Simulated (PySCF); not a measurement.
**N⁺: ionisation energy**

N⁺ [He] 2s2 2p2 (3P) → N²⁺ [He] 2s2 2p1 (2P), as a difference of total energies. Computed with PySCF 2.14 in pcseg-2 (4s3p2d1f, 30 functions), with the non-relativistic Hamiltonian (point nucleus). Correlated levels: valence: 1s2 frozen. The calculations carry no spin-orbit coupling.

```
           method  ionisation energy (eV)
              UHF                  29.221
              PBE                  29.956
           M06-2X                  29.734
    MP2 (valence)                  29.626
SCS-MP2 (valence)                  29.495
   CCSD (valence)                  29.472
CCSD(T) (valence)                  29.486
```

Errors of the correlated levels include the incompleteness of this basis and the frozen core.

Problem. Which method comes closest to the reference value, and which is furthest?

Solution. The reference is 29.601 eV (semi-empirical (NIST evaluation); NIST Atomic Spectra Database, ionization energies). Closest: MP2 (valence) (error 0.025 eV); furthest: UHF (error -0.380 eV).
